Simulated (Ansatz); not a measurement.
Coupled-cluster diagnostics for the cluster PdS₂, Ansatz.

Geometry of the singlet (B3LYP-D4/def2-TZVP):

```xyz
3

Pd   -0.381    0.227   -0.286
S    -0.011   -1.732   -0.870
S     0.392    1.505    1.156
```

In the def2 sets Pd takes a core potential; there is no spin–orbit coupling. Correlated methods freeze 10 core orbitals; core or outer-core shells of Pd are correlated, in sets that lack core-valence functions. Another isomer (triplet) lies 2.04 eV lower at PBE0-D4/def2-TZVP; other spin states weren't run for this one.

(1) Estimate the CCSD(T) correlation energy, the shares of MP2 and (T), T1 and the reference's ⟨S²⟩ for: charge 0, singlet, own geometry in def2-TZVPP; and the rough time on 2 threads of Arm Neoverse V2 on a shared host.

## Answers

(1) 
| state | basis | correlation (eV) | MP2 share (%) | (T) share (%) | T1 | ⟨S²⟩ (pure) | wall time | remarks |
| --- | --- | --- | --- | --- | --- | --- | --- | --- |
| charge 0, singlet, own geometry | def2-TZVPP | -31.511 | 102.2 | 7.3 | 0.029 | 0.00 (0.00) | 2.1 min | flagged by the program, stability undecided |
Customary marks for T1 are 0.02 (closed shells), 0.045 (open shells) and about 0.05 (3d metals). T1 exceeds 0.02 in 1 of 1 rows and 0.045 in 0; the higher it lies, the less the single-reference result can be trusted.
